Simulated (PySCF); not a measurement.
Species: C2H9AlO.
Structure used (PBE0-D3(BJ)/def2-SVP), in Å, numbered top down from 1:
```xyz
13
C2H9AlO angstrom
C     -0.2783    1.4844   -0.0258
O     -0.0951    0.0804    0.0105
C     -1.2767   -0.6738    0.2110
Al     1.6632   -0.8547   -0.2025
H     -0.7010    1.8357    0.9294
H     -0.9519    1.7570   -0.8543
H      0.7091    1.9336   -0.1845
H     -1.7372   -0.4087    1.1763
H     -1.9891   -0.4888   -0.6089
H     -0.9951   -1.7341    0.2190
H      2.5715    0.4553   -0.3896
H      1.3439   -1.7501   -1.4958
H      1.7310   -1.6360    1.1979
```

Level of theory: core-valence-separated Tamm–Dancoff BHandHLYP/aug-pcX-1 (pcseg-1 on H, def2-SVPD on Al) in PySCF, non-relativistic, gas phase, PBE0-D3(BJ)/def2-SVP geometry. No empirical shift is added; at this level the pattern usually sits a few eV under experiment.

Q: Give energies, oscillator strengths and core holes at the C K edge.

A: 
| E (eV) | f | core hole on | main final orbital |
| --- | --- | --- | --- |
| 286.59 | 0.0529 | C1 | LUMO+2 (45 %) |
| 286.65 | 0.0486 | C3 | LUMO+2 (45 %) |
| 287.43 | 0.0039 | C1 | LUMO (63 %) |
| 287.49 | 0.0035 | C3 | LUMO (63 %) |
| 288.03 | 0.0389 | C1 | LUMO+3 (55 %) |
| 288.09 | 0.0428 | C3 | LUMO+3 (49 %) |
| 288.17 | 0.0359 | C3 | spread |
| 288.34 | 0.0344 | C1 | LUMO+4 (30 %) |
| 289.06 | 0.0023 | C1 | LUMO+1 (56 %) |
| 289.13 | 0.0024 | C3 | LUMO+1 (56 %) |

The first line with a tenth or more of the strongest one's intensity is at 286.59 eV (f = 0.053), with the hole on C1 (O-methyl carbon). It is also the strongest listed.

Q: What does the O 1s absorption edge look like?

A: 
```csv
E (eV),f,core hole on,main final orbital
534.45,0.0106,O2,LUMO+2 (52 %)
535.32,0.0417,O2,LUMO+1 (46 %)
535.53,0.0059,O2,LUMO (74 %)
536.50,0.0105,O2,LUMO+5 (42 %)
536.59,0.0001,O2,LUMO+3 (96 %)
536.93,0.0035,O2,spread
537.08,0.0066,O2,LUMO+4 (61 %)
```

The first line with a tenth or more of the strongest one's intensity is at 534.45 eV (f = 0.011), with the hole on O2 (oxygen bonded to Al and 2 C). The strongest listed is at 535.32 eV (f = 0.042; O2).

Roots within 0.03 eV whose holes lie on the same, on equivalent or on shared atoms are summed into one line, and the highest roots are left out, as the search may have cut off their partners. Final orbitals are the ground state's empty Kohn–Sham orbitals.

Q: What is the summed oscillator strength of the listed C K lines, and their intensity-weighted mean energy?

A: Σf = 0.266 over 10 lines from 286.59 to 289.13 eV; the weighted mean is 287.56 eV. The strongest line holds 20 % of the sum.

Only the lowest roots of each edge were sought.
